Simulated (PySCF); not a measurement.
H5Mo, SMILES [MoH5+] (connectivity only; charge and spin as stated), charge +1, multiplicity 1.

Geometry: B3LYP-D3(BJ)/def2-TZVPD. A frequency run showed that this geometry is not a minimum. The multiplicity is an assumed one; other spin states were not compared. The def2 effective core potentials stand for the cores of Mo; spin–orbit coupling is left out.

Two levels are set side by side: PBE/def2-TZVPD (PySCF) and CAM-B3LYP/def2-TZVPD (PySCF). Same geometry, gas phase. Differences are taken from unrounded values.

| quantity | CAM-B3LYP |
|---|---|
| orbital gap (eV) | 7.93 |
| highest occupied level (eV) | -17.68 |
| lowest empty level (eV) | -9.74 |
| mean polarisability (bohr³) | 40.7 |

Question: What does PBE give, and how far is it from CAM-B3LYP? (The exact figures need the calculation; the answer reports its results.)

Answer: 
```
quantity                        PBE  PBE minus CAM-B3LYP
---------------------------  ------  -------------------
orbital gap (eV)               2.43                -5.50
highest occupied level (eV)  -14.88                 2.80
lowest empty level (eV)      -12.45                -2.71
mean polarisability (bohr³)    40.3                 -0.4
```

PBE's occupied levels lie high since its potential decays too fast outside the molecule; exact exchange lowers them and widens the gap. Differences between two approximate levels are no errors against the true value.

Rough cost on one machine, each run with all the roots and properties that it gave: CAM-B3LYP against PBE within a factor of 2.
